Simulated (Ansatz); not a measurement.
Ligand exchange: C3H7ClMg + CH2F2O → C3H8MgO + CHClF2

Species: C3H7ClMg `C[CH](C)[Mg][Cl]`, singlet; CH2F2O `OC(F)F`, singlet; C3H8MgO `C[CH](C)[Mg][OH]`, singlet; CHClF2 `FC(F)Cl`, singlet. The partners trade Cl for OH: Mg–Cl and C–OH bonds give way to Mg–OH and C–Cl.

Shapes, held fixed at every level: PBE0-D4/def2-TZVP. Flexible molecules stand in one conformer, not always the lowest. Programs: Ansatz 0.2.0. The zero-point and thermal change to 298 K, harmonic and unscaled (PBE0-D4/def2-TZVP), is -6.4 kJ/mol.

Question: Estimate ΔH(298 K) of this reaction.

Answer: The highest level, CCSD(T)/def2-TZVPP, gives ΔH(298 K) = +122.8 kJ/mol; the levels span +118.6 to +151.9. The column of differences is taken from that level and isn't an error. No measured value is set beside it here. Outer-core shells of Mg are correlated, in sets that cover them unevenly.

```
                level                    kind  ΔH(298 K) (kJ/mol)  less CCSD(T)/def2-TZVPP
        HF/def2-TZVPP            Hartree–Fock              +151.9                    +29.1
  B3LYP-D4/def2-TZVPP           global hybrid              +118.6                     -4.2
   PBE0-D4/def2-TZVPP           global hybrid              +126.3                     +3.5
r2SCAN0-D4/def2-TZVPP           global hybrid              +130.2                     +7.4
   wB97X-V/def2-TZVPP  range-separated hybrid              +124.2                     +1.4
        CCSD/def2-SVP   coupled cluster or CI              +144.6                    +21.8
      CCSD/def2-TZVPP   coupled cluster or CI              +126.0                     +3.2
   CCSD(T)/def2-TZVPP   coupled cluster or CI              +122.8                      0.0
```
